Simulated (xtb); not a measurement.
Ge₂, triplet, from a rough starting geometry; GFN2-xTB (xtb).

Here is a job for xtb.
```
$ xtb mol.xyz --gfn 2 --uhf 2 --opt vtight --json

# file mol.xyz
2

Ge     0.07836523    -0.04289843    -1.16644105
Ge    -0.03951474     0.04982481     1.14801997
```

It wrote (shortened):

```
   ID    Z sym.   atoms
    1   32 Ge     1, 2

           -------------------------------------------------
          |                Calculation Setup                |
           -------------------------------------------------

           -------------------------------------------------
          |                 G F N 2 - x T B                 |
           -------------------------------------------------

          ...................................................
          :                      SETUP                      :
          :.................................................:
          :  # basis functions                  20          :
          :  # atomic orbitals                  18          :
          :  # shells                            6          :
          :  # electrons                         8          :
          :  max. iterations                   250          :
          :  Hamiltonian                  GFN2-xTB          :
          :  restarted?                      false          :
          :  GBSA solvation                  false          :
          :  PC potential                    false          :
          :  electronic temp.          300.0000000     K    :
          :  accuracy                    1.0000000          :
          :  -> integral cutoff          0.2500000E+02      :
          :  -> integral neglect         0.1000000E-07      :
          :  -> SCF convergence          0.1000000E-05 Eh   :
          :  -> wf. convergence          0.1000000E-03 e    :
          :  Broyden damping             0.4000000          :
          :  net charge                          0          :
          :  unpaired electrons                  2          :
          ...................................................

 iter      E             dE          RMSdq      gap      omega  full diag
   1     -3.7827495 -0.378275E+01  0.373E+01    2.03       0.0  T
   2     -3.7827713 -0.218163E-04  0.228E+01    2.02       1.0  T
   3     -3.7827854 -0.140718E-04  0.194E-01    2.02       1.0  T
   4     -3.7827854 -0.552363E-07  0.944E-02    2.02       1.0  T
   5     -3.7827855 -0.201570E-07  0.524E-03    2.02      13.5  T
   6     -3.7827855 -0.511906E-10  0.787E-04    2.02      89.9  T
   7     -3.7827855 -0.121680E-12  0.260E-06    2.02   27190.5  T

   *** convergence criteria satisfied after 7 iterations ***

 transition dipole moment (au) for excitation:           4           5
     X       Y       Z
   0.0000  -0.0000   0.0000  total (au/Debye):    0.000   0.000
 dE (eV)             :    0.000
 oscillator strength :  0.51081E-42

         :::::::::::::::::::::::::::::::::::::::::::::::::::::
         ::                     SUMMARY                     ::
         :::::::::::::::::::::::::::::::::::::::::::::::::::::
         :: total energy              -3.777342748763 Eh    ::
         :: gradient norm              0.004416097444 Eh/a0 ::
         :: HOMO-LUMO gap              2.016477980023 eV    ::
         ::.................................................::
         :: SCC energy                -3.782785463435 Eh    ::
         :: -> isotropic ES           -0.000725603709 Eh    ::
         :: -> anisotropic ES          0.000000553399 Eh    ::
         :: -> anisotropic XC         -0.001038809877 Eh    ::
         :: -> dispersion             -0.001014889018 Eh    ::
         :: repulsion energy           0.005442714672 Eh    ::
         :: add. restraining           0.000000000000 Eh    ::
         :: total charge              -0.000000000000 e     ::
         :::::::::::::::::::::::::::::::::::::::::::::::::::::

      -----------------------------------------------------------
     |                   =====================                   |
     |                        A N C O P T                        |
     |                   =====================                   |
     |               Approximate Normal Coordinate               |
     |                Rational Function Optimizer                |
      -----------------------------------------------------------
      -----------------------------------------------------------
     |                   =====================                   |
     |                        A N C O P T                        |
     |                   =====================                   |
     |               Approximate Normal Coordinate               |
     |                Rational Function Optimizer                |
      -----------------------------------------------------------

          ...................................................
          :                      SETUP                      :
          :.................................................:
          :   optimization level         verytight          :
          :   max. optcycles                   200          :
          :   ANC micro-cycles                  20          :
          :   degrees of freedom                 1          :
          :.................................................:
          :   RF solver                   davidson          :
          :   write xtbopt.log                true          :
          :   linear (good luck)              true          :
          :   energy convergence         0.1000000E-06 Eh   :
          :   grad. convergence          0.2000000E-03 Eh/α :
          :   maxmium RF displ.          1.0000000          :
          :   Hlow (freq-cutoff)         0.1000000E-01      :
          :   Hmax (freq-cutoff)         5.0000000          :
          :   S6 in model hess.         20.0000000          :
          ...................................................

generating ANC from exact Hessian ...
Using Lindh-Hessian (1995)
 Shifting diagonal of input Hessian by    0.0000000000000000
 Lowest  eigenvalues of input Hessian
    0.000000    0.000000    0.000000    0.000000    0.000000    0.096105
 Highest eigenvalues
[...]
 * total energy  :    -3.7773427 Eh     change        0.3108624E-14 Eh
 * total energy  :    -3.7772507 Eh     change        0.9204981E-04 Eh
 * total energy  :    -3.7773763 Eh     change       -0.1255568E-03 Eh
 * total energy  :    -3.7773763 Eh     change       -0.6702745E-07 Eh
   *** GEOMETRY OPTIMIZATION CONVERGED AFTER 4 ITERATIONS ***
[...]
          :  restarted?                      false          :
          :  GBSA solvation                  false          :
          :  PC potential                    false          :
          :  electronic temp.          300.0000000     K    :
          :  accuracy                    1.0000000          :
          :  -> integral cutoff          0.2500000E+02      :
          :  -> integral neglect         0.1000000E-07      :
          :  -> SCF convergence          0.1000000E-05 Eh   :
          :  -> wf. convergence          0.1000000E-03 e    :
          :  Broyden damping             0.4000000          :
          :  net charge                          0          :
          :  unpaired electrons                  2          :
          ...................................................

 iter      E             dE          RMSdq      gap      omega  full diag
   1     -3.7823727 -0.378237E+01  0.292E-09    1.98       0.0  T
   2     -3.7823727 -0.310862E-14  0.176E-09    1.98  100000.0  T
   3     -3.7823727  0.177636E-14  0.196E-10    1.98  100000.0  T

   *** convergence criteria satisfied after 3 iterations ***

 transition dipole moment (au) for excitation:           4           5
     X       Y       Z
  -0.0000  -0.0000   0.0000  total (au/Debye):    0.000   0.000
 dE (eV)             :    0.000
 oscillator strength :  0.38439E-41

         :::::::::::::::::::::::::::::::::::::::::::::::::::::
         ::                     SUMMARY                     ::
         :::::::::::::::::::::::::::::::::::::::::::::::::::::
         :: total energy              -3.777376322804 Eh    ::
         :: gradient norm              0.000138547861 Eh/a0 ::
         :: HOMO-LUMO gap              1.984186362479 eV    ::
         ::.................................................::
         :: SCC energy                -3.782372688978 Eh    ::
         :: -> isotropic ES           -0.000718730030 Eh    ::
         :: -> anisotropic ES          0.000001355996 Eh    ::
         :: -> anisotropic XC         -0.001037705141 Eh    ::
         :: -> dispersion             -0.001014827346 Eh    ::
         :: repulsion energy           0.004996366174 Eh    ::
         :: add. restraining           0.000000000000 Eh    ::
         :: total charge              -0.000000000000 e     ::
         :::::::::::::::::::::::::::::::::::::::::::::::::::::

           -------------------------------------------------
          |                Property Printout                |
           -------------------------------------------------

    * Orbital Energies and Occupations

         #    Occupation            Energy/Eh            Energy/eV
      -------------------------------------------------------------
         1        2.0000           -0.5467437             -14.8777
         2        2.0000           -0.5014992             -13.6465
         3        1.9985           -0.2753910              -7.4938
         4        1.0008           -0.2624055              -7.1404
         5        1.0008           -0.2624055              -7.1404 (HOMO)
         6                         -0.1894880              -5.1562 (LUMO)
         7                         -0.1894880              -5.1562
         8                         -0.0454800              -1.2376
         9                          0.0178599               0.4860
        10                          0.0178599               0.4860
        11                          0.0828127               2.2534
        12                          0.0828127               2.2534
        13                          0.1051806               2.8621
        14                          0.1051806               2.8621
        15                          0.2096937               5.7061
        16                          0.3682160              10.0197
       ...                                ...                  ...
        18                          1.3383092              36.4172
      -------------------------------------------------------------
                  HL-Gap            0.0729175 Eh            1.9842 eV
             Fermi-level           -0.2475873 Eh           -6.7372 eV

     #   Z          covCN         q      C6AA      α(0)
     1  32 Ge       0.963    -0.000   289.891    36.410
     2  32 Ge       0.963     0.000   289.891    36.410

 Mol. C6AA /au·bohr⁶  :       1159.564653
 Mol. C8AA /au·bohr⁸  :     106798.963601
 Mol. α(0) /au        :         72.820767

Wiberg/Mayer (AO) data.
largest (>0.10) Wiberg bond orders for each atom

 ---------------------------------------------------------------------------
     #   Z sym  total        # sym  WBO       # sym  WBO       # sym  WBO
 ---------------------------------------------------------------------------
     1  32 Ge   2.152 --     2 Ge   2.152
     2  32 Ge   2.152 --     1 Ge   2.152
 ---------------------------------------------------------------------------

Topologies differ in total number of bonds
Writing topology from bond orders to xtbtopo.mol

molecular dipole:
                 x           y           z       tot (Debye)
 q only:       -0.000       0.000       0.000
   full:       -0.000      -0.000       0.000       0.000
molecular quadrupole (traceless):
                xx          xy          yy          xz          yz          zz
 q only:        0.000       0.000       0.000       0.000       0.000      -0.000
  q+dip:       -0.110      -0.001      -0.110      -0.017       0.013       0.221
   full:        2.972       0.018       2.981       0.456      -0.359      -5.954

optimized geometry written to: xtbopt.xyz

           -------------------------------------------------
          | TOTAL ENERGY               -3.777376322804 Eh   |
          | GRADIENT NORM               0.000138547861 Eh/α |
          | HOMO-LUMO GAP               1.984186362479 eV   |
           -------------------------------------------------

normal termination of xtb
```
